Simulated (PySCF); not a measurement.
# Ba⁺ (barium, charge +1) across methods

[Xe] 6p1, 2P determinant (an excited configuration). Computed with PySCF 2.14 in x2c-TZVPPall with one added diffuse shell each of s, p, d type (12s8p7d2f1g, 94 functions), with scalar relativity by spin-free X2C-1e. The B2PLYP total includes its PT2 part (frozen core); its orbital energies are those of the SCF part.

```
   method  E (hartree)  mean ε 5p α (eV)  mean ε 5p β (eV)  mean ε 6p α (eV)  Σ⟨r²⟩ (bohr²)   ⟨S²⟩
    TPSSh     -8134.12           -26.212           -26.163            -6.042          76.03  0.750
   r2SCAN     -8134.44           -25.890           -25.869            -5.911          75.97  0.750
   B2PLYP     -8133.67           -28.431           -28.360            -6.485          77.29  0.750
BHandHLYP     -8134.44           -28.464           -28.400            -6.483          76.79  0.750
      PBE     -8134.01           -25.386           -25.328            -5.959          75.52  0.750
      UHF  -8131.35639           -30.930           -30.828            -6.995          79.85  0.750
      LDA     -8127.40           -25.525           -25.466            -5.914          75.04  0.750
```

(1) Estimate the same row for PBE0.

Spin-orbit coupling, absent here, splits the open shell strongly.

Answers

(1) E (hartree) = -8134.09; mean ε 5p α (eV) = -27.056; mean ε 5p β (eV) = -26.988; mean ε 6p α (eV) = -6.315; Σ⟨r²⟩ (bohr²) = 76.09; ⟨S²⟩ = 0.750.
